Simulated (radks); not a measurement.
Neutral palladium inside a hard spherical wall (all orbitals vanish at R), configuration held at [Kr] 4d10 and not refilled when levels cross. Calculated with a radial shooting solver on a logarithmic mesh with Libxc functionals: scalar-relativistic Kohn-Sham, PBE, spin-unpolarised, spherical densities, point nucleus. Eigenvalues in eV, with the zero of energy where the potential of the charges vanishes at infinity; a dash marks a level that is unbound or too diffuse for the functional's potential to be trusted. A positive occupied level is held by the wall or, in an anion where self-interaction has pushed it up, behind a barrier. The pressure on the wall is -dE/dV.

[
 {"R (bohr)": "free", "E (hartree)": "-5045.89144", "kinetic (hartree)": "5233.886", "e(3d)": "-325.50", "e(4s)": "-85.332", "e(4p)": "-51.199", "e(4d)": "-4.048", "e(5s, empty)": "-3.322", "e(5p, empty)": "-", "pressure (GPa)": "0"},
 {"R (bohr)": "15", "E (hartree)": "-5045.89144", "kinetic (hartree)": "5233.886", "e(3d)": "-325.50", "e(4s)": "-85.332", "e(4p)": "-51.199", "e(4d)": "-4.048", "e(5s, empty)": "-3.322", "e(5p, empty)": "-0.271", "pressure (GPa)": "< 0.0001"},
 {"R (bohr)": "12", "E (hartree)": "-5045.89143", "kinetic (hartree)": "5233.886", "e(3d)": "-325.50", "e(4s)": "-85.330", "e(4p)": "-51.197", "e(4d)": "-4.046", "e(5s, empty)": "-3.318", "e(5p, empty)": "-0.175", "pressure (GPa)": "0.000211"},
 {"R (bohr)": "10", "E (hartree)": "-5045.89133", "kinetic (hartree)": "5233.887", "e(3d)": "-325.49", "e(4s)": "-85.316", "e(4p)": "-51.183", "e(4d)": "-4.033", "e(5s, empty)": "-3.296", "e(5p, empty)": "0.020", "pressure (GPa)": "0.00311"},
 {"R (bohr)": "8", "E (hartree)": "-5045.89025", "kinetic (hartree)": "5233.895", "e(3d)": "-325.39", "e(4s)": "-85.221", "e(4p)": "-51.090", "e(4d)": "-3.949", "e(5s, empty)": "-3.154", "e(5p, empty)": "0.578", "pressure (GPa)": "0.0519"},
 {"R (bohr)": "7", "E (hartree)": "-5045.88747", "kinetic (hartree)": "5233.914", "e(3d)": "-325.21", "e(4s)": "-85.048", "e(4p)": "-50.920", "e(4d)": "-3.796", "e(5s, empty)": "-2.904", "e(5p, empty)": "1.226", "pressure (GPa)": "0.231"},
 {"R (bohr)": "5", "E (hartree)": "-5045.84095", "kinetic (hartree)": "5234.166", "e(3d)": "-323.54", "e(4s)": "-83.470", "e(4p)": "-49.386", "e(4d)": "-2.401", "e(5s, empty)": "-0.600", "e(5p, empty)": "5.288", "pressure (GPa)": "6.38"},
 {"R (bohr)": "3.5", "E (hartree)": "-5045.44032", "kinetic (hartree)": "5235.925", "e(3d)": "-316.32", "e(4s)": "-77.148", "e(4p)": "-43.341", "e(4d)": "3.471", "e(5s, empty)": "10.252", "e(5p, empty)": "20.300", "pressure (GPa)": "139"},
 {"R (bohr)": "2.5", "E (hartree)": "-5043.15038", "kinetic (hartree)": "5245.201", "e(3d)": "-295.35", "e(4s)": "-61.069", "e(4p)": "-27.777", "e(4d)": "20.895", "e(5s, empty)": "49.117", "e(5p, empty)": "67.505", "pressure (GPa)": "2130"},
 {"R (bohr)": "2", "E (hartree)": "-5037.33952", "kinetic (hartree)": "5267.912", "e(3d)": "-263.29", "e(4s)": "-38.497", "e(4p)": "-4.368", "e(4d)": "48.909", "e(5s, empty)": "118.50", "e(5p, empty)": "144.83", "pressure (GPa)": "12500"}
]
